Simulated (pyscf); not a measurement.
O=W(=O)(Cl)–Cl (SMILES [O]=[W](=[O])([Cl])[Cl]), singlet

Gas-phase minimum from PySCF at ωB97X-D3(BJ)/def2-SVP, one conformer. 

```
W
O 1 1.6859
O 1 1.6859 2 106.16
Cl 1 2.2647 2 108.93 3 117.23
Cl 1 2.2648 2 109.01 3 -117.21
```

Properties at ωB97X-D3(BJ)/def2-SVP:

```
Property                                                                                                                                                            Value
---------------------------------------------------------------------------------------------------------------------  --------------------------------------------------
Harmonic wavenumbers, unscaled                                                                                         113, 161, 218, 229, 356, 438, 443, 1051, 1095 cm⁻¹
Zero-point energy                                                                                                                                            5.9 kcal/mol
Rotational symmetry number                                                                                                                                              2
Entropy of this conformer at 298 K and 1 atm, rigid rotor and harmonic oscillator, modes under 100 cm⁻¹ raised to 100                                     345.0 J/(mol K)
Dipole moment                                                                                                                                                      1.65 D
```

Single-point totals, which compare only within one level:

| level | total energy (hartree) |
|---|---|
| ωB97X-D3(BJ)/def2-TZVP | -1138.32076 |
| PBE/def2-TZVP | -1137.80803 |
| r²SCAN/def2-TZVP | -1138.19206 |
| B3LYP-D3(BJ)/def2-TZVP | -1138.32968 |
| PBE0-D3(BJ)/def2-TZVP | -1137.80033 |
| M06-2X/def2-TZVP | -1138.04769 |
| ωB97M-D3(BJ)/def2-TZVP | -1138.34665 |

Elements past Kr carry the def2 core potentials, without spin-orbit coupling.
